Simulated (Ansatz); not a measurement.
Reaction (isomerisation): `FC1=C(F)[C@@H](F)[C@@H]1F` → `F/C=C(/F)C=C(F)F`

Isolated molecules relaxed with PBE0-D4/def2-TZVP in Ansatz; ΔE leaves out vibrations. CCSD(T)/CBS adds triple-zeta CCSD(T) − MP2 to the extrapolated MP2 energy (def2 sets, frozen cores). Functionals use def2-TZVPP. B3LYP here is the variant with VWN-RPA as its local correlation; programs differ in this. HSE06 is defined as in plane-wave codes. One conformer a species, not always the lowest.

```tsv
level	ΔE (kcal/mol)	difference from CCSD(T)/CBS
LDA (SPW92)	-7.0	-0.7
revPBE-D4	-8.0	-1.7
BLYP-D4	-13.6	-7.3
r2SCAN-D4	-10.4	-4.1
PBE0-D4	-5.8	0.5
B3LYP-D4	-11.4	-5.1
r2SCANh-D4	-9.4	-3.1
r2SCAN0-D4	-7.8	-1.5
HSE06-D4	-5.9	0.4
BHLYP-D4	-9.3	-3.0
CAM-B3LYP-D4	-9.4	-3.1
ωB97X-V	-4.8	1.5
ωB97M-V	-6.9	-0.6
PBE-QIDH	-4.1	2.2
revPBE	-8.7	-2.4
BLYP	-14.2	-7.9
r2SCAN	-10.4	-4.1
PBE0	-6.0	0.3
B3LYP	-11.8	-5.5
r2SCANh	-9.4	-3.1
r2SCAN0	-7.8	-1.5
HSE06	-6.1	0.2
BHLYP	-9.5	-3.2
CAM-B3LYP	-9.6	-3.3
LC-ωPBE	-2.6	3.7
RPA@PBE/def2-TZVPP	-6.2	0.1
HF/def2-SVP	-12.0	-5.7
MP2/def2-SVP	-10.3	-4.0
CCSD/def2-SVP	-11.2	-4.9
CCSD(T)/def2-SVP	-11.7	-5.4
MP2/def2-TZVPP	-5.6	0.7
SCS-MP2/def2-TZVPP	-6.3	0.0
CCSD/def2-TZVPP	-6.7	-0.4
CCSD(T)/def2-TZVPP	-7.2	-0.9
HF/def2-QZVPP	-8.7	-2.4
MP2/def2-QZVPP	-5.1	1.2
SCS-MP2/def2-QZVPP	-5.8	0.5
HF/CBS(def2)	-8.7	-2.4
MP2/CBS(def2)	-4.8	1.5
CCSD/CBS(def2)	-5.9	0.4
CCSD(T)/CBS	-6.3	0
```

Largest T1 diagnostic among the species: 0.013.

Leaving LDA and LC-ωPBE aside and taking each functional with its dispersion term where it has one, the values spread over 9.5 kcal/mol, from BLYP-D4 to PBE-QIDH. LDA lies +1.4 kcal/mol from PBE without D4. At CCSD(T), def2-SVP lies −5.4 kcal/mol from the extrapolated value and def2-TZVPP −0.9 kcal/mol. From BLYP to BHLYP (50 % exact exchange), in def2-TZVPP and without D4, ΔE moves by +4.6 kcal/mol.

CCSD(T)/CBS has its own doubt, a few kJ/mol and more with outer-core shells, so smaller differences from it don't rank the levels.
